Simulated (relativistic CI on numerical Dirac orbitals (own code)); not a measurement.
Computed by Dirac-Coulomb-Breit CI, separate exchange-only KLI orbitals for each configuration, model QED (radiative potential, 1s self-energy scaled to tabulated hydrogen-like ionisation energies), unscaled Slater integrals (own radial code, finite nucleus).

The strongest absorption lines from the ground level of an ion, among the configurations computed and to levels below about 106 eV (vacuum wavelength in nm, gf): 13.457 (0.078), 13.541 (0.00017), 17.519 (0.18), 17.635 (0.0023), 18.914 (0.011), 20.933 (5.3e-08), 57.614 (1.2), 88.996 (0.00023).

(1) Which ion is it?
A. Ar IX
B. S V
C. Ca IX
D. Ar VII

## Answers

(1) D. Ar VII has 12 electrons and the ground level 3s2 1S_0; the strongest line goes to 3s.3p 1P°_1. The pattern of lines fixes the number of electrons, and along that sequence the line energies rise steadily with the charge (about as its square where n changes within one kind of shell, about linearly where n is kept but much faster in heavy ions where fine structure, which grows about as Z⁴, sets the gap, and irregularly where shells cross), which fixes Z. Configurations outside the model, such as inner-shell arrays, can give stronger lines. At this charge configurations can still be misplaced by up to about 7 % of their energy. 58 of the 69 excited levels that our extract of the measured tables holds in this range could be paired (the sources list more); they are missed by 2733 cm⁻¹ on average and 15245 at most, and levels without a partner can miss by more.
